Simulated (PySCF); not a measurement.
## Correlation energy of Se¹⁹⁺ (selenium, charge +19)

[Ne] 3s2 3p3, high-spin 4S determinant. Computed with PySCF 2.14 in an even-tempered Gaussian basis (18 s from 1.9 bohr⁻², ratio 2.5; 12 p from 2.4 bohr⁻², ratio 2.5; 5 d from 11 bohr⁻², ratio 2.7; 4 f from 17 bohr⁻², ratio 2.7), with the spin-free X2C one-electron Hamiltonian (Gaussian nucleus). Frozen: 1s2; 13 electrons correlated; the 22 highest virtual orbitals of each spin left out.

```json
{"level": "CCSD", "correlation energy (mhartree)": "-502.93"}
{"level": "(T)", "correlation energy (mhartree)": "-1.92"}
{"level": "CCSD(T)", "correlation energy (mhartree)": "-504.85"}
```

Diagnostics: T1 = 0.00076, D1 = 0.0024, largest double amplitude 0.033.

Spin-orbit coupling is strong in this species (close to jj coupling), so the high-spin LS determinant is a model state, not a physical level.

Cost of the coupled-cluster step: of the order of 80 core-seconds, for 13 correlated electrons.

At this charge the one-electron X2C treatment keeps the bare 1/r₁₂, with no two-electron picture change or Breit term. The effect here is smaller than on the frozen 1s shell; and a scalar Hamiltonian misses the large spin-orbit splitting of the p shells, which matters for ns² → np² pairs.

Spin-orbit coupling is strong in this species, so the high-spin LS determinant is a model state.
